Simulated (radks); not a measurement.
Question: Species: Bi14+. Configuration: [Kr] 4d10 4f14 5s2 5p5 5d1 6s1 (not the ground configuration). Method: Dirac Kohn-Sham, LDA (Slater exchange, Perdew-Wang correlation), spin-unpolarised, spherical densities, point nucleus; open shells are shared between the two j in proportion to 2j + 1; computed with a radial shooting solver on a logarithmic mesh with Libxc functionals. Some entries of the table are withheld. Estimate them.

orbital     occ.  eigenvalue (hartree)  <1/r> (bohr^-1)  <r> (bohr)
1s1/2          2             -3334.627            103.3     0.01579
2s1/2          2             -607.3024            25.60     0.06579
2p1/2          2             -584.0129            25.53     0.05390
2p3/2          4             -498.8260            20.24     0.06294
3s1/2          2             -154.3787            9.381      0.1710
3p1/2          2             -143.8521            9.291      0.1615
3p3/2          4             -124.7648            7.902      0.1780
3d3/2          4                   (1)            7.807      0.1544
3d5/2          6                   (2)            7.500      0.1594
4s1/2          2             -43.21971            3.999      0.3764
4p1/2          2             -38.64005            3.890         (3)
4p3/2          4             -33.90261            3.408         (4)
4d3/2          4             -26.44339            3.220      0.4140
4d5/2          6             -25.55453            3.113      0.4248
4f5/2          6             -15.84066            2.802      0.4299
4f7/2          8             -15.63260            2.762      0.4355
5s1/2          2             -15.34877            1.768      0.7919
5p1/2    1.66667             -13.64793              (5)      0.8265
5p3/2    3.33333             -12.53902              (6)      0.8902
5d3/2        0.4              -9.93232            1.349      0.9820
5d5/2        0.6              -9.74635            1.318       1.001
6s1/2          1              -7.67200           0.9429       1.455

Answer: 
(1) 3d3/2 eigenvalue (hartree): -107.4985
(2) 3d5/2 eigenvalue (hartree): -103.4464
(3) 4p1/2 <r> (bohr): 0.3770
(4) 4p3/2 <r> (bohr): 0.4114
(5) 5p1/2 <1/r> (bohr^-1): 1.673
(6) 5p3/2 <1/r> (bohr^-1): 1.517
